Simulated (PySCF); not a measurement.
C2H4BrIn, SMILES C=[CH][InH][Br].

The structure is a stationary point at PBE0-D3(BJ)/def2-SVP. The def2 effective core potentials stand for the cores of In; spin–orbit coupling is left out. One conformer was computed; it need not be the lowest.

Method: PBE/def2-TZVP (PySCF).

Gas-phase values at a fixed geometry.

```json
{
  "total_energy": "-2842.45416 hartree",
  "point_group": "Cs",
  "highest_occupied_level": "-6.44 eV",
  "lowest_empty_level": "-2.72 eV",
  "orbital_gap": "3.72 eV",
  "dipole_moment": "3.28 D",
  "quadrupole, principal values (traceless, Buckingham form, about the centre of nuclear charge)": "-1.85, 0.87, 0.98 D·Å",
  "mean_static_polarisability": "85.7 bohr³ (12.70 Å³)",
  "polarisability_principal_values": "53.8, 80.6, 122.8 bohr³"
}
```
